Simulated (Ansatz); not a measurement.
Computed with Ansatz on PBE0-D4/def2-TZVP structures; ΔE is electronic, products minus reactants. CCSD(T)/CBS is the MP2 limit (def2-TZVPP, def2-QZVPP) plus CCSD(T) − MP2 in def2-TZVPP, frozen cores. DFT in def2-TZVPP. For Br, Ge outer-core shells are correlated without core-valence functions, which leaves a few kJ/mol of doubt a bond. Scalar relativity is left out up to krypton.

`C[CH](Cl)[GeH3]` + HBr → `CC(Cl)Br` + GeH₄  (substitution at a C–Ge bond)

`C[CH](Cl)[GeH3]`:

Cartesian coordinates in Å:
```
C 0.998 1.002 0.297
C -0.265 0.519 -0.377
Cl -0.069 0.548 -2.162
Ge -0.788 -1.313 0.142
H 0.856 1.024 1.382
H 1.259 2.010 -0.034
H 1.841 0.344 0.076
H -1.095 1.196 -0.169
H -2.076 -1.710 -0.589
H -1.018 -1.354 1.666
H 0.358 -2.264 -0.232
```

HBr:

Cartesian coordinates in Å:
```
Br 0.174 -0.338 -0.600
H -0.174 0.338 0.600
```

`CC(Cl)Br`:

Z-matrix (Å, degrees):
```
C
C 1 1.503
H 1 1.090 2 110.7
H 1 1.091 2 109.8 3 120.3
H 1 1.092 2 109.4 3 -119.9
Cl 2 1.770 1 111.2 3 61.3
Br 2 1.948 1 110.6 3 -62.1
H 2 1.086 1 112.9 3 -179.0
```

GeH₄:

Z-matrix (Å, degrees):
```
Ge
H 1 1.534
H 1 1.534 2 109.5
H 1 1.534 2 109.5 3 -120.0
H 1 1.534 2 109.5 3 120.0
```

```json
{"level": "PBE", "ΔE (kJ/mol)": "27.0"}
{"level": "PBE0", "ΔE (kJ/mol)": "31.0"}
{"level": "MP2/def2-TZVPP", "ΔE (kJ/mol)": "36.0"}
{"level": "HF/CBS(def2)", "ΔE (kJ/mol)": "33.0"}
```

Question: What does CCSD(T)/CBS give? (Estimate.)

Answer: Computed: +37.6 kJ/mol. The listed levels differ from it by -10.6, -6.6, -1.6, -4.6 kJ/mol.

Largest T1 diagnostic among the species: 0.012.

From PBE to PBE0 (25 % exact exchange), in def2-TZVPP and without D4, ΔE moves by +4.0 kJ/mol.
